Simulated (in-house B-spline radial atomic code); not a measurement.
A run on Te (an excited or competing configuration) that did not converge. Method: scalar-relativistic (X2C) r2SCAN0, spin-polarised, spherical fractional occupations, exact exchange averaged over the configuration, Fermi nucleus of rms radius 4.7423 fm; computed with a B-spline radial code for spherical atoms.

Command:
```bash
python run_scf.py task.json out
```
Settings (nuclear radius in fm, mass in u):
```
Z                52
configuration    [Kr] 4d10 5s2 5p3 6s1
hamiltonian      x2c
method           r2scan0
spin_polarised   True
nucleus          fermi
rms_radius       4.7423
atomic_mass      129.90622
speed_of_light   137.035999084
exact_exchange   averaged over the configuration
```

First and last ten iterations of the last attempt (damped for 15 steps, keeping 80 % of the old Fock matrix, then DIIS):
```
 iter        energy (Eh)    residual
    1       -6793.581077    1.10e-01
    2       -6793.591217    1.60e-03
    3       -6793.591229    1.28e-03
    4       -6793.591236    1.05e-03
    5       -6793.591241    8.73e-04
    6       -6793.591244    7.20e-04
    7       -6793.591247    5.91e-04
    8       -6793.591248    4.83e-04
    9       -6793.591250    3.95e-04
   10       -6793.591250    3.22e-04
  111       -6793.591253    7.33e-07
  112       -6793.591253    7.33e-07
  113       -6793.591253    7.33e-07
  114       -6793.591253    7.33e-07
  115       -6793.591253    3.35e-06
  116       -6793.591253    2.70e-06
  117       -6793.591253    2.58e-06
  118       -6793.591253    2.55e-06
  119       -6793.591253    2.55e-06
  120       -6793.591253    2.55e-06
 not converged after 120 iterations
```

The smallest residual met was 7.2e-07; the threshold is about 5e-07. Over the last five steps the energy moves by less than 1e-08 hartree, but the orbitals didn't meet the threshold. Run time, properties included: 8.5 s on 1 thread of Arm Neoverse N1, with other jobs on the host.
